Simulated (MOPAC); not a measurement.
Job for MOPAC: PM7 on BrFH2Sn (SMILES [F][SnH2][Br]), a point of a bond scan (R = 1.869 Å).

```
PM7 1SCF PRECISE CHARGE=0 THREADS=1
BrFH2Sn

Sn    -0.82087301 1    -0.25418523 1     0.04124020 1
F     -1.53349458 1     1.43640576 1    -0.55475012 1
Br     1.64216243 1     0.04607296 1     0.07036013 1
H     -1.28465390 1    -1.48949085 1    -1.28308565 1
H     -1.38809149 1    -0.45375329 1     1.63082898 1
```

It printed:

```
*******************************************************************************
 **                                                                           **
 **                              MOPAC v23.2.5                                **
 **                                                                           **
 *******************************************************************************
 ** MOPAC's Digital Object Identifier: https://doi.org/10.5281/zenodo.6511958 **
 **                                                                           **
 ** Please cite the open-source release paper for use of this MOPAC version:  **
 ** J. E. Moussa and J. J. P. Stewart (2026)                                  **
 ** MOPAC: An open-source semiempirical molecular orbital program             **
 ** J. Open Source Softw., 11(119), 8025, https://doi.org/10.21105/joss.08025 **
 *******************************************************************************

                              PM7 CALCULATION RESULTS

 *******************************************************************************
 *  PM7        - The PM7 Hamiltonian to be used
 *
 *
 *
 *                 CHARGE ON SYSTEM = 0
 *
 *
 *
 *  PRECISE    - TIGHTER CRITERIA TO BE USED
 *  1SCF       - DO 1 SCF AND THEN STOP
 *  THREADS=1  - MULTI-THREADING NOT USED
 *  T=         - A TIME OF 172800.0 SECONDS REQUESTED
 *  DUMP=N     - RESTART FILE WRITTEN EVERY 7200.0 SECONDS REQUESTED
 *******************************************************************************
PM7 1SCF PRECISE CHARGE=0 THREADS=1
 BrFH2Sn

   ATOM   CHEMICAL          X               Y               Z
  NUMBER   SYMBOL      (ANGSTROMS)     (ANGSTROMS)     (ANGSTROMS)

     1      Sn         -0.82087301  *  -0.25418523  *   0.04124020  *
     2       F         -1.53349458  *   1.43640576  *  -0.55475012  *
     3      Br          1.64216243  *   0.04607296  *   0.07036013  *
     4       H         -1.28465390  *  -1.48949085  *  -1.28308565  *
     5       H         -1.38809149  *  -0.45375329  *   1.63082898  *



          CARTESIAN COORDINATES

    NO.       ATOM           X           Y           Z

     1        Sn         -0.8209     -0.2542      0.0412
     2         F         -1.5335      1.4364     -0.5548
     3        Br          1.6422      0.0461      0.0704
     4         H         -1.2847     -1.4895     -1.2831
     5         H         -1.3881     -0.4538      1.6308

 General Reference for PM7:
 "Optimization of Parameters for Semiempirical Methods VI: More Modifications to the
 NDDO Approximations and Re-optimization of Parameters", J. J. P. Stewart, J. Mol. Mod., 1:32, 19 (2013)
 https://link.springer.com/article/10.1007/s00894-012-1667-x

           Empirical Formula: H2 Sn F Br  =     5 atoms



      MOLECULAR POINT GROUP   :   Cs


      RHF CALCULATION, NO. OF DOUBLY OCCUPIED LEVELS = 10



 ALL CONVERGERS ARE NOW FORCED ON
 SHIFT=10, PULAY ON, CAMP-KING ON
 AND ITERATION COUNTER RESET



 -------------------------------------------------------------------------------
 PM7 1SCF PRECISE CHARGE=0 THREADS=1
 BrFH2Sn



     1SCF WAS SPECIFIED, SO BFGS WAS NOT USED
     SCF FIELD WAS ACHIEVED


                              PM7 CALCULATION
                                                       MOPAC v23.2.5 Linux




          FINAL HEAT OF FORMATION =        -65.66933 KCAL/MOL =    -274.76046 KJ/MOL


          COSMO AREA              =        116.54 SQUARE ANGSTROMS
          COSMO VOLUME            =        106.34 CUBIC ANGSTROMS

          IONIZATION POTENTIAL    =         10.153366 EV
          HOMO LUMO ENERGIES (EV) =        -10.153  0.297
          NO. OF FILLED LEVELS    =         10
          MOLECULAR WEIGHT        =        219.6082         POINT GROUP:  Cs

          MOLECULAR DIMENSIONS (Angstroms)

            Atom       Atom       Distance
            H     4   Br     3     3.57156
            H     5    F     2     2.89006
           Br     3    H     5     2.30615


          SCF CALCULATIONS        =          1





   ATOM   CHEMICAL          X               Y               Z
  NUMBER   SYMBOL      (ANGSTROMS)     (ANGSTROMS)     (ANGSTROMS)

     1      Sn         -0.82087301  *  -0.25418523  *   0.04124020  *
     2       F         -1.53349458  *   1.43640576  *  -0.55475012  *
     3      Br          1.64216243  *   0.04607296  *   0.07036013  *
     4       H         -1.28465390  *  -1.48949085  *  -1.28308565  *
     5       H         -1.38809149  *  -0.45375329  *   1.63082898  *

                             CARTESIAN COORDINATES

   1   Sn       -0.820873010    -0.254185230     0.041240200
   2    F       -1.533494580     1.436405760    -0.554750120
   3   Br        1.642162430     0.046072960     0.070360130
   4    H       -1.284653900    -1.489490850    -1.283085650
   5    H       -1.388091490    -0.453753290     1.630828980


           Empirical Formula: H2 Sn F Br  =     5 atoms



      MOLECULAR POINT GROUP   :   Cs


                  EIGENVALUES
 -36.67276 -25.99550 -14.80027 -14.18602 -14.05497 -13.20808 -12.78951 -12.02909
 -10.27926 -10.15337   0.29741   2.55036   2.81532   4.01496 265.41064 265.66981
 265.68184 266.47419 266.47433


              NET ATOMIC CHARGES AND DIPOLE CONTRIBUTIONS

  ATOM NO.   TYPE          CHARGE      No. of ELECS.   s-Pop       p-Pop       d-Pop
    1         Sn           1.117501        2.8825     0.87126     2.01124
    2          F          -0.643684        7.6437     1.96256     5.68112
    3         Br          -0.423189        7.4232     1.94604     5.47581     0.00134
    4          H          -0.007046        1.0070     1.00705
    5          H          -0.043582        1.0436     1.04358
 DIPOLE           X         Y         Z       TOTAL
 POINT-CHG.    -2.669    -5.754     1.496     6.516
 HYBRID         0.351     1.965    -0.464     2.049
 SUM           -2.318    -3.789     1.031     4.560


          ATOMIC ORBITAL ELECTRON POPULATIONS

     Atom    s        px        py        pz      x^2-y^2     xz        z^2       yz        xy
    1 Sn   0.87126   0.54292   0.57535   0.89297
    2  F   1.96256   1.94221   1.77434   1.96458
    3 Br   1.94604   1.51736   1.97103   1.98743   0.00042   0.00043   0.00015   0.00001   0.00034
    4  H   1.00705
    5  H   1.04358

 **********************
 *                    *
 * JOB ENDED NORMALLY *
 *                    *
 **********************




 == MOPAC DONE ==
```

The run finished.

Cost: very roughly 0.14 core-seconds.
